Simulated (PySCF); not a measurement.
# Nonlinear optical response: SMILES n1snc2ncc([SiH3])nc21, C₄H₄N₄SSi

Geometry:
| atom | x (Å) | y (Å) | z (Å) |
| --- | --- | --- | --- |
| Si1 | -2.578 | 0.291 | 0.376 |
| C2 | -0.702 | -0.024 | 0.374 |
| C3 | -0.176 | -1.368 | 0.508 |
| N4 | 1.092 | -1.670 | 0.518 |
| C5 | 1.917 | -0.606 | 0.391 |
| N6 | 3.246 | -0.680 | 0.375 |
| S7 | 3.774 | 0.846 | 0.206 |
| N8 | 2.372 | 1.660 | 0.143 |
| C9 | 1.412 | 0.743 | 0.257 |
| N10 | 0.088 | 1.019 | 0.251 |
| H11 | -3.148 | -0.173 | 1.678 |
| H12 | -2.822 | 1.743 | 0.178 |
| H13 | -3.206 | -0.510 | -0.718 |
| H14 | -0.885 | -2.201 | 0.608 |

Computed with quadratic response CAM-B3LYP/aug-cc-pVDZ first hyperpolarisability, Taylor convention, gas phase in PySCF 2.14.0. Geometry: PBE0-D3(BJ)/def2-SVP.

**Question.** Give β for the processes computed.

**Answer.** In au, Taylor convention; the vector part is βᵢ = ⅓ Σⱼ (βᵢⱼⱼ + βⱼᵢⱼ + βⱼⱼᵢ); β∥ is 3/5 of the vector part along the dipole, the dipole points from − to +:
```tsv
process	λ (nm)	β vector norm	β∥	β HRS	depolarisation ratio
static β(0;0,0)	∞	228.9	-120.2	97.4	4.58
second harmonic β(−2ω;ω,ω)	1907	241.5	-126.3	104.3	4.29
Pockels β(−ω;ω,0)	1907	233.0	-122.2	–	–
second harmonic β(−2ω;ω,ω)	1064	274.9	-141.8	124.4	3.51
Pockels β(−ω;ω,0)	1064	242.4	-126.7	–	–
```

**Question.** Which lowest excitations, dipole and polarisabilities go with it?

**Answer.** S1 3.04 eV (f = 0.002); S2 4.38 eV (f = 0.400); S3 4.49 eV (f = 0.000); dipole 1.54 D; isotropic α 125.0 au static, 125.7 au at 1907 nm, 127.4 au at 1064 nm, 128.0 au at 953.5 nm, 136.4 au at 532 nm.
